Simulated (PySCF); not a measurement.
Run record: excited-state job, `C#CCN(C)CC#C` (N-methyl-di(2-propynyl)-amine).

Computed with TDDFT PBE0/def2-SVPD, vertical, gas phase, core orbitals frozen in the response (PySCF 2.14.0, density-fitted response routines). Geometry: GFN2-xTB. The command runs a driver script over a list of jobs; the input below is this job's line of settings and its coordinates in Å.

Command:
```bash
OMP_NUM_THREADS=1 python probes_run.py task.json out
```

Input:
```
{"job": {"kind": "uv", "xc": "PBE0", "basis": "def2-SVPD", "nstates": 6, "ntriplets": 2}, "charge": 0, "multiplicity": 1}
C      3.125729    -0.923920     0.990686
C      2.175846    -0.285048     0.642553
C      1.014577     0.477697     0.222187
N      0.127815    -0.337407    -0.596672
C     -0.493183    -1.396611     0.168980
C     -0.839858     0.461769    -1.330490
C     -1.751281     1.227279    -0.488292
C     -2.449907     1.818006     0.284034
H      3.965370    -1.474239     1.294706
H      1.357018     1.326189    -0.379832
H      0.504636     0.877009     1.119108
H     -1.187181    -1.019730     0.936402
H     -1.041912    -2.051257    -0.507603
H      0.288470    -1.976451     0.657388
H     -0.292595     1.151601    -1.983616
H     -1.423340    -0.216596    -1.962755
H     -3.087201     2.353739     0.923305
```

Question: Estimate the output.

Answer: 
```
coarse grid: 14248 points
cycle   1  E = -326.0239307092  dE =  1.022e+00  |g| = 4.358e-01  |ddm| = 1.236e+01
cycle   2  E = -326.0363600228  dE = -1.243e-02  |g| = 3.796e-01  |ddm| = 3.162e+00
cycle   3  E = -326.0739282009  dE = -3.757e-02  |g| = 8.586e-02  |ddm| = 1.140e+00
cycle   4  E = -326.0750051547  dE = -1.077e-03  |g| = 5.685e-02  |ddm| = 1.801e-01
cycle   5  E = -326.0758093506  dE = -8.042e-04  |g| = 1.025e-02  |ddm| = 1.019e-01
cycle   6  E = -326.0758314122  dE = -2.206e-05  |g| = 3.042e-03  |ddm| = 3.064e-02
cycle   7  E = -326.0758333910  dE = -1.979e-06  |g| = 9.437e-04  |ddm| = 9.371e-03
final grid: 137800 points
cycle   8  E = -326.1243410964  dE = -4.643e-05  |g| = 6.642e-03  |ddm| = 2.224e-01
cycle   9  E = -326.1243404064  dE =  6.900e-07  |g| = 6.944e-03  |ddm| = 3.238e-02
cycle  10  E = -326.1243522842  dE = -1.188e-05  |g| = 2.010e-03  |ddm| = 1.267e-02
cycle  11  E = -326.1243532893  dE = -1.005e-06  |g| = 2.820e-04  |ddm| = 3.134e-03
cycle  12  E = -326.1243533069  dE = -1.760e-08  |g| = 1.081e-04  |ddm| = 7.264e-04
cycle  13  E = -326.1243533094  dE = -2.579e-09  |g| = 4.225e-05  |ddm| = 3.153e-04
cycle  14  E = -326.1243533098  dE = -3.566e-10  |g| = 1.628e-05  |ddm| = 9.363e-05
converged SCF energy = -326.1243533098

Static polarisability (au): isotropic 87.419, principal 71.786 76.764 113.708

Singlet excitations
state   eV       nm        f      main configurations
  1   5.8476    212.0   0.01730   H->L 0.98
  2   6.3724    194.6   0.01931   H->L+1 0.95
  3   6.4287    192.9   0.00034   H->L+2 0.95
  4   6.5113    190.4   0.00704   H-1->L 0.40, H->L+3 0.18
  5   6.6065    187.7   0.00229   H-3->L 0.27, H-2->L 0.18, H-1->L+3 0.13
  6   6.6462    186.5   0.00587   H->L+3 0.74, H-1->L 0.11

Triplet excitations (Tamm-Dancoff, eV): 5.3602 5.4207
```

The SCF starts on a coarse grid where the log names one; the energy can jump when the final grid takes over, and dE then counts from the start density on the new grid. H and L stand for HOMO and LUMO; the number after each pair is its weight.

Question: Give the mean polarisability as a volume in Å³, and the ratio of the largest to the smallest principal value.

Answer: 87.419 au × 0.148185 = 12.95 Å³; 113.708/71.786 = 1.58.

In short: HOMO -6.68 eV, LUMO 0.46 eV; lowest singlet 5.85 eV; lowest triplet 5.36 eV (Tamm–Dancoff); mean polarisability 87.4 au.

Hardware: an Arm Neoverse V1 with one thread, shared host with 32 logical CPUs at a one-minute load of 20. Cost: 44 s wall, 0.95 GiB resident at most.

One conformer stands for the species.
Labels such as C1 count atoms from 1, the log's own numbers from 0.
